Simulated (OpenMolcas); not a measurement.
# La+: Racah parameters, worked from levels

- Program: OpenMolcas 26.06
- Basis: ANO-R3 [9s7p7d3f2g1h]
- Scalar Hamiltonian: X2C, finite nucleus
- Active space: 2 electrons in 6 orbitals (5d 6s)
- State averaging: 2S+1 = 3 even, 15 roots; 2S+1 = 1 even, 20 roots
- Spin-orbit coupling: RASSI with atomic mean-field integrals over the reference wave functions, term energies averaged over their components

Methods: CASSCF; MS-CASPT2, IPEA 0.25 Eh, imaginary shift 0.1 Eh (closed shells correlated: 5s 5p). Measured levels: NIST Handbook of Basic Atomic Spectroscopic Data.

**Racah parameters.** Above ³F, d2 has ³P at 15B, ¹G at 12B + 2C and ¹D at 5B + 2C. The first two fix B and C, and the third tests them; where it misses by thousands of cm-1, two parameters do not describe the configuration (Trees and configuration-interaction terms are left out) and B and C hang on the terms chosen. Term energies are centres of gravity, weighted by 2J + 1.

```json
{"Source": "CASSCF", "³P": "6952", "¹G": "9159", "B": "463", "C": "1799", "C/B": "3.89", "¹D from B, C": "5913"}
{"Source": "MS-CASPT2", "³P": "5678", "¹G": "6418", "B": "379", "C": "938", "C/B": "2.47", "¹D from B, C": "3771"}
{"Source": "measured", "³P": "4766", "¹G": "6290", "B": "318", "C": "1239", "C/B": "3.90", "¹D from B, C": "4068"}
```

Energies in cm-1. From CASSCF to MS-CASPT2, B changes by -18.1 % and C by -47.9 %. Against the measured terms, MS-CASPT2 has B off by +19.2 % and C by -24.3 %.

CASPT2 breaks the degeneracy within a term, and the mean is taken; among the terms shown or strongly mixed into the levels shown the widest spread is 610 cm-1 (5d² ¹G, MS-CASPT2). Configurations are named by rounded mean occupations; where the s occupation lies near a half they are strongly mixed, a name can repeat and a true partner stay unpaired. Without dynamic correlation excited terms often stand tens of per cent too high (terms of higher spin than the ground term too low), and those without a measured partner can miss by more than the paired ones (holds for CASSCF). The CASPT2 spread within a term exceeds the gap to the next term for 5d² ¹D and 5d² ³F, so the order of their levels is uncertain, and so are names and mixing where such terms share a J (holds for MS-CASPT2). Some terms miss by over 15 % even with CASPT2, which points to a basis or an active space too small for the shells correlated (holds for MS-CASPT2). Computed and measured levels are paired by configuration, term and J; levels that our copy of the source lacks, or whose pairing is in doubt (as where it misses far off the trend of its configuration), stay unpaired and out of the deviations. Levels of configurations outside the active space are missing.
